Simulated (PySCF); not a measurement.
1,1-dibromo-2-chloroethene (C2HBr2Cl), SMILES C(Cl)=C(Br)Br. Geometry: PBE-D3(BJ)/def2-SVP.

The numbers are results of PySCF with PBE-D3(BJ)/def2-SVP, not measurements.

Harmonic wavenumbers (cm⁻¹): 133, 175, 183, 288, 413, 514, 752, 780, 856, 1194, 1581, 3147. Rotational constants (GHz): 1.783, 0.9177, 0.6058; symmetry number 1.

**Question.** Work out the zero-point energy and the ideal-gas rigid-rotor harmonic-oscillator thermochemistry at 298.15 K and 1 atm.

**Answer.** ZPE = ½ Σ hcν = ½ × 10015 cm⁻¹ = 59.90 kJ/mol. H − E(el) = 77.88 kJ/mol. Entropy in J/(mol K): translation 176.03, rotation 126.20, vibration 47.32, total 349.55. G − E(el) = -26.33 kJ/mol. Cp = 84.56 J/(mol K). Modes under 150 cm⁻¹ make the vibrational entropy uncertain.
